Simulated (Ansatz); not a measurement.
Problem. Name a neutral molecule of Al, C, Cl, N, Si and H with HOMO–LUMO gap (PBE0/def2-TZVPP) between 7.40 and 7.70 eV and size of the dipole moment (PBE/def2-TZVPP) between 2.35 and 2.65 D (Ansatz, PBE0-D4/def2-TZVP geometry).

Solution. `[CH3][AlH][NH][SiH2]Cl` (7.46 eV, 2.58 D). Other molecules can fit too; these were computed, each in one conformer that needn't be the lowest.
